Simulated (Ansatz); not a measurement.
```yaml
crystal:
  periodic: [false, false, false]
  atoms:
    - {symbol: F, position_ang: [-1.383864, -0.054423, -1.912910]}
    - {symbol: Si, position_ang: [-1.044010, 0.170647, -0.376642]}
    - {symbol: N, position_ang: [0.483774, 0.819613, 0.008207]}
    - {symbol: C, position_ang: [0.841681, -0.490940, 0.555094]}
    - {symbol: O, position_ang: [-0.428561, -1.150858, 0.406375]}
    - {symbol: H, position_ang: [-2.270590, 0.759704, 0.184073]}
    - {symbol: H, position_ang: [1.163079, 1.371678, -0.483532]}
    - {symbol: H, position_ang: [1.618183, -1.015129, -0.013290]}
    - {symbol: H, position_ang: [1.108709, -0.456491, 1.615524]}
basis:
  gaussian: {orbitals: cc-pVTZ-DK, final_grid: {core_spheres: 20, valence_spheres: 16, degree: 47}}
hamiltonian: {xc: {name: wB97}, pseudopotentials: {relativity: none}}
```

```sh
$ ansatz run in.yaml --threads 2 --pin off --events-out ev --progress --plain --max-ram 4352MiB
```

Output, abridged:

```
Functional definition: wB97
1165 factors; their error is unknown
360 factors; integrals over basis functions are off by at most 2.1e-5 eV
mean field evaluation 1: about -15228.5856 eV, gradient 5.9e1 eV
mean field evaluation 2: about -15229.3929 eV, gradient 5.8e1 eV
mean field evaluation 4: about -15234.2365 eV, gradient 2.6e0 eV
mean field evaluation 8: about -15234.2523 eV, gradient 4.7e-2 eV
mean field evaluation 16: about -15234.1965 eV, gradient 1.5e-4 eV
mean field -15234.19646985 eV, -559.8463941577 hartree, gradient 3.2e-5 eV, S^2 0.000000; 0 other end points of the search recorded, 0 dependent functions left out
reference -15234.19646031 eV, -559.8463938070 hartree; 24, 24 occupied and 186, 186 virtual orbitals, 1165 factors
WARN: the results are in doubt because the basis set is contracted for relativity, which is off
Total energy: -15234.19646031 eV, -559.8463938070 hartree
In doubt: the basis set is contracted for relativity, which is off
```

It took 10 s on 2 threads of an Arm Neoverse N1 on a shared host, with 0.35 GiB of host memory at the peak.
